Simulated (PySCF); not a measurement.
Calculated molecular-ion clusters (M+•, centroid m/z and relative intensity) of several compounds:

1. 186.0041 (100.0), 187.0074 (8.7), 188.0099 (0.5)
2. 111.9724 (100.0), 112.9720 (10.2), 113.9694 (7.0), 114.9689 (0.3)
3. 127.0264 (100.0), 128.0294 (5.9), 129.0310 (0.8)
4. 162.0651 (100.0), 163.0685 (8.8), 164.0719 (0.3)

Lines and terms under 0.3 % are left out. Candidates, as SMILES:
A. `CC(=O)OC(=O)CC#N`
B. `F[Si@@H]([SiH3])P`
C. `C=C[C@@H]1CC(=C)[C@@H]1C(F)(F)F`
D. `O=[P@]1(c2ccc(F)cc2)C=C1F`

Match clusters and compounds, and give each formula.

1 = D, C8H5F2OP, monoisotopic mass of the neutral 186.0046 u; relative to that species, one 13C gives 8.7 % at +1.
2 = B, FH6PSi2, monoisotopic mass of the neutral 111.9730 u; relative to that species, one 29Si gives 10.2 % at +1 and one 30Si gives 6.7 % at +2.
3 = A, C5H5NO3, monoisotopic mass of the neutral 127.0269 u; relative to that species, one 13C gives 5.4 % at +1, one 15N gives 0.4 % at +1 and one 18O gives 0.6 % at +2.
4 = C, C8H9F3, monoisotopic mass of the neutral 162.0656 u; relative to that species, one 13C gives 8.7 % at +1.

What is the mean mass of the whole cluster 3, and how does it compare with the molar mass?

127.098 u over all lines, faint ones too (the ion lacks one electron, 0.0005 u); standard atomic weights give 127.099 g/mol for C5H5NO3.

Give the exact less the nominal mass of each, in mDa.

C5H5NO3 +26.9, FH6PSi2 -27.0, C8H9F3 +65.6, C8H5F2OP +4.6 (neutral, monoisotopic).

Abundances used (%; other tables differ somewhat): 16O 99.757, 17O 0.038, 18O 0.205; 12C 98.93, 13C 1.07; 1H 99.9885, 2H 0.0115; 28Si 92.2297, 29Si 4.6832, 30Si 3.0872; 14N 99.632, 15N 0.368.

Isomers would give the same cluster, so the cluster fixes the formula at best.
